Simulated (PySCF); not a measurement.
Computed IR spectrum (relative IR intensity) of a molecule C₂H₃Cl₂FSi. The structure is a stationary point at B3LYP-D3(BJ)/def2-SVP. Other conformers were not sampled. These are B3LYP-D3(BJ)/def2-SVP run with PySCF values and carry that method's errors. Frequencies are harmonic and unscaled.

Lines under 2 % of the strongest are left out, and lines within 2 cm⁻¹ are merged.

```
ν (cm⁻¹)  relative intensity
--------  ------------------
373                      7.4
482                      4.9
501                      2.9
644                       18
682                       13
810                       15
921                      100
943                       28
966                       96
1206                      50
1658                      17
2241                      24
2244                      40
2256                      41
```

**Question.** Identify the compound among the candidates.
(A) FC([SiH3])=C(Cl)Cl
(B) F/C(Cl)=C(\[SiH3])Cl
(C) F/C=C\[SiH](Cl)Cl
(D) F/C(Cl)=C\[SiH2]Cl

**Answer.** A, FC([SiH3])=C(Cl)Cl
